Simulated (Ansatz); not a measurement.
Isomers of K4H3⁺ (singlet), relaxed with r2SCAN-D4/def2-SVP; total energies from Ansatz at CCSD(T)/def2-TZVPP.

```
isomer                                             description  energy (Eh)
     A                 point group C3v; 9 × H–K 2.56 to 2.67 Å  -2399.02524
     B  point group Cs; 1 × K–K 4.78 Å; 7 × H–K 2.43 to 2.73 Å  -2399.00668
```

Correlated methods freeze 20 core orbitals; core or outer-core shells of K are correlated, in sets that lack core-valence functions.

The isomers come from a short search, and lower ones may exist.

Question: Work out the relative energies (1 Eh = 2625.5 kJ/mol) and the Boltzmann populations at 800 K from electronic energies alone (R = 8.314 J/mol/K).

Answer: ΔE: A 0.0, B 48.7 kJ/mol. RT = 6.65 kJ/mol. Factors exp(−ΔE/RT): A 1, B 0.00066; sum 1.001. Populations: A 99.9 %, B 0.1 %. Zero-point energy, vibrational entropy and symmetry numbers are left out and can shift these; an error of 4 kJ/mol changes a ratio by a factor of 1.8. Over the other density-functional and correlated levels in def2 sets, the gap between A and B ranges from 46 to 49 kJ/mol.
